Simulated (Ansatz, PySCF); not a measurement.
Molecule: InI2, net charge 0, doublet state. SMILES: [I][In][I]
Coordinates optimised at B3LYP-D3(BJ)/def2-TZVP (Ansatz, a first-principles code):
```xyz
3

In     0.7797     0.3819     0.2539
I     -0.7476     1.6431    -1.6656
I      0.0268    -1.9962     1.4308
```
Charge 0, spin multiplicity 2.

Unscaled harmonic wavenumbers (cm⁻¹) in rising order, each level at the stationary point that it reaches from this structure (no distance between atoms moves by over 0.3 Å); the order of modes can differ between levels, and a negative number is imaginary. B3LYP-D3(BJ)/def2-TZVP (PySCF, at the structure above): 37, 143, 187.

HF/3-21G (Ansatz): 50, 160, 203. Zero-point energy 0.6 against 0.5 kcal/mol.

HF/LANL2DZ (Ansatz): 47, 150, 191. Zero-point energy 0.6 against 0.5 kcal/mol.
